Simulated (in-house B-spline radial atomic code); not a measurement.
A run on Nb³⁺ that did not converge. Method: scalar-relativistic (X2C) wB97X, spin-polarised, spherical fractional occupations, Fermi nucleus of rms radius 4.324 fm; computed with an all-electron radial atomic-structure program (B-spline basis). In the input, 2p2,3 would mean two up and three down electrons.

Command:
```bash
python run_scf.py task.json out
```
Settings (nuclear radius in fm, mass in u):
```
Z                41
configuration    1s2 2s2 2p6 3s2 3p6 3d10 4s2 4p6 4d0,2
hamiltonian      x2c
method           wb97x
spin_polarised   True
nucleus          fermi
rms_radius       4.324
atomic_mass      92.90637
speed_of_light   137.035999084
```

First and last ten iterations of the last attempt (damped for 15 steps, keeping 80 % of the old Fock matrix, then DIIS):
```
 iter        energy (Eh)    residual
    1       -3812.848113    4.29e-01
    2       -3816.322017    2.16e-01
    3       -3816.978476    1.39e-01
    4       -3817.293679    9.69e-02
    5       -3817.444355    7.11e-02
    6       -3817.516368    5.23e-02
    7       -3817.550913    3.87e-02
    8       -3817.567605    2.87e-02
    9       -3817.575756    2.14e-02
   10       -3817.579791    1.60e-02
  111       -3817.584062    1.20e-06
  112       -3817.584062    1.18e-06
  113       -3817.584062    1.25e-06
  114       -3817.584062    2.18e-06
  115       -3817.584062    2.31e-06
  116       -3817.584062    2.05e-06
  117       -3817.584062    2.95e-06
  118       -3817.584062    4.15e-06
  119       -3817.584062    1.57e-06
  120       -3817.584062    1.15e-06
 not converged after 120 iterations
```

The smallest residual met was 8.6e-07; the threshold is about 4e-07. Over the last five steps the energy moves by less than 1e-08 hartree, but the orbitals didn't meet the threshold. Time taken, with all properties: 14 s on 1 thread of Arm Neoverse V1, on a shared host.
